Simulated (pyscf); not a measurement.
`[SiH3][Si]([SiH3])=[Ge]([SiH3])[SiH3]`, singlet

Gas-phase minimum from PySCF at ωB97X-D3(BJ)/def2-SVP, one conformer. 

```xyz
18

Si     2.1984     1.2883    -0.3563
Si    -0.1147     1.2043    -0.3307
Si    -1.3407     3.0000    -1.1250
Ge    -1.1294    -0.5510     0.4326
Si     0.0879    -2.3900     1.2461
Si    -3.4769    -0.6662     0.4723
H      2.7474     0.0221     0.2054
H      2.6848     2.4409     0.4587
H      2.6962     1.4649    -1.7528
H     -1.0089     3.2624    -2.5568
H     -1.0241     4.2314    -0.3423
H     -2.7954     2.7006    -1.0038
H     -0.2670    -2.6382     2.6741
H     -0.2539    -3.6101     0.4580
H      1.5482    -2.1206     1.1366
H     -3.9391    -1.8279    -0.3422
H     -3.9489    -0.8581     1.8748
H     -4.0561     0.5896    -0.0796
```
Charge 0, spin multiplicity 1.

Bonds (Å): Si1–Si2 2.315, Si1–H7 1.490, Si1–H8 1.493, Si1–H9 1.493, Si2–Si3 2.315, Si2–Ge4 2.166, Si3–H10 1.493, Si3–H11 1.493, Si3–H12 1.490, Ge4–Si5 2.351, Ge4–Si6 2.351, Si5–H13 1.492, Si5–H14 1.492, Si5–H15 1.489 (the first ones only). Bond angles (°): Si2–Si1–H7 109.5, Si2–Si1–H8 110.3, Si2–Si1–H9 110.4, H7–Si1–H8 109.3, H7–Si1–H9 109.3, H8–Si1–H9 108.1, Si1–Si2–Si3 119.8, Si1–Si2–Ge4 120.1, Si3–Si2–Ge4 120.1, Si2–Si3–H10 110.3, Si2–Si3–H11 110.3, Si2–Si3–H12 109.5, H10–Si3–H11 108.1, H10–Si3–H12 109.3 (the first ones only).

Properties at ωB97X-D3(BJ)/def2-SVP:

```yaml
harmonic_wavenumbers_unscaled: 41, 50, 59, 63, 64, 69, 76, 77, 78, 98, 117, 292, 359, 406, 486, 507, 507, 515, 519, 545, 561, 562, 563, 637, 873, 877, 883, 925, 944, 945, 947, 949, 954, 958, 958, 963, 2240, 2243, 2243, 2244, 2246, 2248, 2249, 2251, 2261, 2262, 2274, 2274 cm⁻¹
zero_point_energy: 65.0 kcal/mol
rotational_symmetry_number: 2
Entropy of this conformer at 298 K and 1 atm, rigid rotor and harmonic oscillator, modes under 100 cm⁻¹ raised to 100: 505.4 J/(mol K)
dipole_moment: 0.23 D
```

Single-point totals, which compare only within one level:

```
level                   total energy (hartree)
----------------------  ----------------------
ωB97X-D3(BJ)/def2-TZVP             -3531.82061
PBE/def2-TZVP                      -3530.61861
r²SCAN/def2-TZVP                   -3531.55853
B3LYP-D3(BJ)/def2-TZVP             -3531.90424
PBE0-D3(BJ)/def2-TZVP              -3530.84610
M06-2X/def2-TZVP                   -3531.56837
ωB97M-D3(BJ)/def2-TZVP             -3531.92132
```

The lowest mode is so soft that the shape along it may change with the basis. Soft torsions are taken as harmonic, which can shift the entropy by several J/(mol K). Elements up to Kr have no core potential and no relativistic terms here.
